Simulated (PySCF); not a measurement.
Mg(H)(iPr) (C₃H₈Mg), SMILES C[CH]([MgH])C.

The structure is a stationary point at r2SCAN-D4/def2-SVP. The structure was generated by enumeration; whether it is a known compound was not checked.

Computed with C-PCM-M06-2X/def2-SVP (PySCF 2.14.0).

The values are the electrostatic part of the solvation free energy, E(continuum) − E(gas) at the gas-phase geometry, in a cavity of scaled van der Waals radii (PySCF's table); cavitation and dispersion terms are not included. A continuum can't describe solvent molecules that bind to the metal. In vacuum the orbital gap is 7.18 eV. The dipole moment in vacuum is 0.47 D.

| solvent | ε | ΔG(elec) (kcal/mol) | dipole (D) | gap (eV) |
|---|---|---|---|---|
| water | 78.36 | -9.1 | 0.46 | 7.59 |
| chloroform | 4.71 | … | … | … |
| dichloromethane | 8.93 | -8.0 | 0.47 | 7.55 |

### Question
Some entries are withheld; supply them. (An estimate is asked for; the answer gives what the named calculation found.)

### Answer

- chloroform, ΔG(elec) (kcal/mol): -6.9
- chloroform, dipole (D): 0.48
- chloroform, gap (eV): 7.52
